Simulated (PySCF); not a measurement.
# Fluorine: a sound run and one with changed settings

Sound run: F⁺ [He] 2s2 2p4, F²⁺ [He] 2s2 2p3. Calculation: PySCF 2.14, in aug-cc-pVDZ; the non-relativistic Hamiltonian (point nucleus). The sound run starts from symmetry-adapted Hartree-Fock orbitals and uses a fine grid where one is needed.

Changed run: radial step 0.5 in ln r (0.13 in the sound run). This setting is unsound on purpose.

```tsv
species	method	sound run (hartree)	changed run (hartree)	converged
F⁺	UHF	-98.80167	-98.80167	yes
F⁺	PBE0	-99.00293	-99.00423	yes
F⁺	MN15	-99.00805	-99.01232	yes
F²⁺	UHF	-97.57598	-97.57598	yes
F²⁺	PBE0	-97.70734	-97.70646	yes
F²⁺	MN15	-97.70718	-97.72060	yes
```

Ionisation energy of F⁺:

```
method  sound run (eV)  changed run (eV)
   UHF          33.353            33.353
  PBE0          35.255            35.314
  MN15          35.398            35.150
```

A coarse radial grid mis-integrates the density and the exchange-correlation energy, with errors of either sign; Hartree-Fock needs no grid.

For comparison, NIST gives 34.971 eV between the lowest levels.
